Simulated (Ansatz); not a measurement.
`CB(N)Cl` + PH₃ → `CB(N)P` + HCl at 700 K and 1 bar (ligand exchange at a B–Cl bond).

Gas-phase electronic energies from Ansatz, PBE0-D4/def2-TZVP geometries. CCSD(T)/CBS is the MP2 limit (def2-TZVPP, def2-QZVPP) plus CCSD(T) − MP2 in def2-TZVPP, frozen cores. This one scheme is used for every species. Each species was taken in one conformer, which may not be the lowest.

| species | CCSD(T)/CBS energy (Eh) | H − E (kJ/mol) | S (J/(mol·K)) |
| --- | --- | --- | --- |
| `CB(N)Cl` | -580.44617 | 245.0 | 399.7 |
| PH₃ | -342.72256 | 91.5 | 248.3 |
| `CB(N)P` | -462.75677 | 301.1 | 440.8 |
| HCl | -460.38127 | 38.4 | 211.8 |

H − E and S are ideal-gas, rigid-rotor, harmonic terms from PBE0-D4/def2-TZVP, for one conformer and one mirror image of each species. 1 Eh = 2625.50 kJ/mol, R = 8.31446 J/(mol·K).

Q: By hand: ΔE, ΔH, ΔS and ΔG.

A: ΔE = (-462.75677) + (-460.38127) − (-580.44617) − (-342.72256) = 0.03069 Eh = 80.6 kJ/mol. Δ(H − E) = 301.1 + 38.4 − 245.0 − 91.5 = 3.0, so ΔH = 83.6 kJ/mol. ΔS = 440.8 + 211.8 − 399.7 − 248.3 = 4.6 J/(mol·K). ΔG = 83.6 − 700 × (4.6)/1000 = 80.4 kJ/mol.

Q: By hand: the equilibrium constant, and the temperature at which ΔG would vanish if ΔH and ΔS stayed fixed.

A: log₁₀ K = −ΔG/(RT ln 10) = -6.0. ΔG = 0 at ΔH/ΔS = 18174 K, far beyond where these terms or the molecules hold.

The number of gas molecules stays the same, so ΔS is small and ΔH decides. A doubt of 5 kJ/mol in ΔE shifts log₁₀ K by 0.4 here. Other conformers and mirror images would add mixing entropy, several J/(mol·K) or more a flexible species. These are equilibria of isolated gas molecules and say nothing of rates. Largest T1 diagnostic: 0.013 (customary marks: 0.02 for closed shells, 0.045 for open ones).
